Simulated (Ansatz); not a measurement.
`[F][GeH]` and `[OH][Ge][F]` differ in one atom or group.

Ansatz, PBE0-D4/def2-TZVP geometries, multiplicity 1. Each molecule was computed in one conformer, which needn't be the lowest.

Scalar relativity is left out up to krypton.

```json
{"property": "size of the dipole moment (PBE/def2-TZVPP) / D", "`[F][GeH]`": "1.71"}
{"property": "LUMO energy (PBE0/def2-TZVPP) / eV", "`[F][GeH]`": "-2.82"}
{"property": "HOMO–LUMO gap (ωB97M-V/def2-TZVPP) / eV", "`[F][GeH]`": "8.58"}
{"property": "HOMO energy (B3LYP/def2-TZVPP) / eV", "`[F][GeH]`": "-7.07"}
{"property": "ideal-gas entropy at 298 K and 1 bar (rigid rotor, harmonic PBE0-D4/def2-TZVP) / J/(mol·K)", "`[F][GeH]`": "252"}
{"property": "LUMO energy (ωB97M-V/def2-TZVPP) / eV", "`[F][GeH]`": "-0.79"}
```

What does the change do to each property? (An estimate is asked.)

The calculation gave: 
```tsv
property	`[OH][Ge][F]`	shift
size of the dipole moment (PBE/def2-TZVPP) / D	0.54	-1.17
LUMO energy (PBE0/def2-TZVPP) / eV	-2.04	0.78
HOMO–LUMO gap (ωB97M-V/def2-TZVPP) / eV	10.58	2.00
HOMO energy (B3LYP/def2-TZVPP) / eV	-8.21	-1.14
ideal-gas entropy at 298 K and 1 bar (rigid rotor, harmonic PBE0-D4/def2-TZVP) / J/(mol·K)	280	28
LUMO energy (ωB97M-V/def2-TZVPP) / eV	-0.03	0.76
```

With PBE0 the HOMO falls by 1.14 eV and the LUMO rises by 0.78 eV, so the gap widens by about 1.92 eV. PBE moves the HOMO by -1.03 eV and ωB97M-V by -1.24 eV. The zero-point energy changes by 20.7 kJ/mol with +3 modes. Dipoles are sizes alone; their direction can turn.

B3LYP here is the variant with VWN-RPA as its local correlation; programs differ in this.
